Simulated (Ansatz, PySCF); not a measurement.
Ways to break one bond of O[Si](O)(Br)Br:

A. O[Si](O)(Br)Br → O[Si](O)Br + Br atom
B. O[Si](O)(Br)Br → O[Si](Br)Br + [OH] (HO)
C. O[Si](O)(Br)Br → [O][Si](O)(Br)Br + H atom

Quantity: bond dissociation energy (enthalpy at 298 K, with B3LYP-D3(BJ) rigid-rotor harmonic-oscillator terms), kcal/mol. Each molecule is optimised on its own at B3LYP-D3(BJ)/def2-TZVP (Ansatz, an electronic-structure program), one conformer each, not searched for the lowest. Frequencies are from Ansatz or PySCF. Valence correlation only, unless marked. Open shells are spin-unrestricted. Spin-orbit coupling is left out. The frozen core is the preceding noble-gas configuration, with the filled d and f shells of earlier blocks. No relativistic terms. Basis-set limits of correlation are two-point, X^-3; Hartree-Fock from the larger set. The bracket is a focal-point correction in the basis named.

```
   PBE-D4/def2-TZVPD (Ansatz + dftd4)  r2SCANh-D4/def2-TZVPD (Ansatz + dftd4)  HSE06-D3(BJ)/def2-TZVPD (Ansatz + dftd3)  RI-MP2/CBS(def2-TZVPP,def2-QZVPP)+[CCSD(T)-MP2]/def2-TZVPP (Ansatz)
-  ----------------------------------  --------------------------------------  ----------------------------------------  -------------------------------------------------------------------
A                                96.7                                    97.1                                      97.5                                                                    …
B                               123.3                                   122.8                                     123.2                                                                    …
C                               112.0                                   114.9                                     115.8                                                                    …
```

Problem. What belongs in the gaps?

Solution. 
- A, RI-MP2/CBS(def2-TZVPP,def2-QZVPP)+[CCSD(T)-MP2]/def2-TZVPP (Ansatz): 100.5
- B, RI-MP2/CBS(def2-TZVPP,def2-QZVPP)+[CCSD(T)-MP2]/def2-TZVPP (Ansatz): 131.6
- C, RI-MP2/CBS(def2-TZVPP,def2-QZVPP)+[CCSD(T)-MP2]/def2-TZVPP (Ansatz): 123.9
